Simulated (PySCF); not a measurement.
SMILES [O-][n+]1ccccn1, C₄H₄N₂O

Cartesian coordinates in Å; atom numbers follow the order of the lines, from 1:
```xyz
11

O    -2.1440   -1.6592   -0.1211
N    -1.1518   -0.9500    0.0171
C    -1.2745    0.4224    0.0104
C    -0.1699    1.2278    0.1648
C     1.0811    0.6357    0.3287
C     1.0997   -0.7542    0.3209
N     0.0363   -1.5324    0.1724
H    -2.2980    0.7668   -0.1248
H    -0.3013    2.3119    0.1550
H     1.9939    1.2170    0.4558
H     2.0360   -1.3077    0.4427
```

The calculation used PySCF, quadratic response CAM-B3LYP/def2-TZVPD first hyperpolarisability, Taylor convention, gas phase. Geometry: PBE0-D3(BJ)/def2-SVP.

Question: Give the tensor of the static β(0;0,0) in the axes of these coordinates.

Answer: In au, Taylor convention; rows are the first index (the induced dipole):
```tsv
	xx	yy	zz	xy	xz	yz
x	-103.7	-39.1	-31.8	-72.2	-6.0	-5.7
y	-72.2	-22.2	-30.9	-39.1	-5.7	-5.0
z	-6.0	-5.0	-13.4	-5.7	-31.8	-30.9
```
Norm of βᵢ = ⅓ Σⱼ (βᵢⱼⱼ + βⱼᵢⱼ + βⱼⱼᵢ): 216.2 au, hyper-Rayleigh value 84.7 au.
